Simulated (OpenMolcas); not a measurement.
Pd2+ in NaF: curves along the breathing mode

Pd2+ with its 6 nearest fluoride ions, on the Na site of NaF (a = 4.634 Å, distance in the model lattice 2.317 Å). The rest of the host is ab initio model potentials to 7.6 Å, with orthogonalisation functions on the cations behind the ligands, and point charges beyond; the distance is set by hand and nothing relaxes, and no local charge compensation is placed. Ligand basis ANO-RCC-VDZP.

- Program: OpenMolcas 26.06
- Method: SS-CASPT2, IPEA 0.25 Eh, imaginary shift 0.1 Eh (closed shells correlated: 4s 4p and the ligand valence shells)
- Basis: ANO-RCC-VDZP [6s5p3d1f]
- Scalar Hamiltonian: DKH2, point nucleus
- Active space: 8 electrons in 5 orbitals (4d)
- State averaging: 2S+1 = 3 even, 10 roots; 2S+1 = 1 even, 15 roots
- Spin-orbit coupling: state interaction with AMFI integrals over the reference wave functions

Spin-free energies (labels of O, the rotations of Oh) in cm-1 above the lowest fitted minimum, as all ligands move together:

```tsv
R (Å)	3A2	1E	1A1	3T1(2)	1E(2)	1T2(2)	1A1(2)
2.075	390	9880	19140	39970	49350	49500	64930
2.124	70	9530	18570	36290	45750	45890	61490
2.173	1460	10860	19690	34800	44290	44450	60180
2.221	4190	13480	22120	35320	44610	44760	60610
2.27	8150	17270	25740	37210	46430	46590	62510
2.319	13090	22080	30310	40200	49530	49700	65650
2.368	18910	27710	35710	44510	53770	53910	69880
```

Cubic fits give the following; the wavenumber is harmonic, with the mass of all moving ligands, small differences in it between states hang on the degree of the fit, a number in brackets counts states of one label, and the table is a selection of at most 14 states with clean curves.

```csv
State,R0 (Å),Breathing mode (cm-1),Minimum (cm-1)
3A2,2.107,459,0
1E,2.108,451,9480
1A1,2.115,451,18570
3T1(2),2.186,468,34800
1E(2),2.188,462,44210
1T2(2),2.188,462,44360
1A1(2),2.185,460,60130
```

The minimum of 3T1(2) is shifted by +0.0788 Å against 3A2 (from the unrounded fits). With M = 114.0 u for the moving shell, the Huang-Rhys factor in this mode is S = M ω ΔR² / 2ħ = 0.01483 × 114.0 × 459 × 0.0788² = 4.82. Only the first shell moves, against a rigid host.

Roots that are degenerate in the reference are averaged as groups; the widest CASPT2 spread within a group is 860 cm-1 (the 3-fold group of multiplicity 1 near 25000 cm-1 above the lowest state of its run, R = 2.319). Shifts and gaps below about the spread of the groups concerned are not significant. Over all roots computed the reference weight is 0.72 to 0.73 in R = 2.075, 0.72 to 0.73 in R = 2.124, 0.72 to 0.73 in R = 2.173, 0.72 to 0.73 in R = 2.221, 0.71 to 0.73 in R = 2.27, 0.71 to 0.73 in R = 2.319, 0.71 to 0.73 in R = 2.368; a low but even weight reflects the number of correlated electrons. Real 4d8 and 5d8 ions are as a rule square planar and diamagnetic. Ligand-to-metal charge-transfer states are missing. With no ligand orbital active B as a rule stays too high, so bands that hang on it stand too high and its fall with covalency is understated. With one d shell and no ligand orbital active, 10Dq can be off by a tenth or more. Free-ion shares, where given, are those of the reference states; single-state CASPT2 does not remix them (holds for R = 2.319; R = 2.368). No measured value stands beside these numbers.
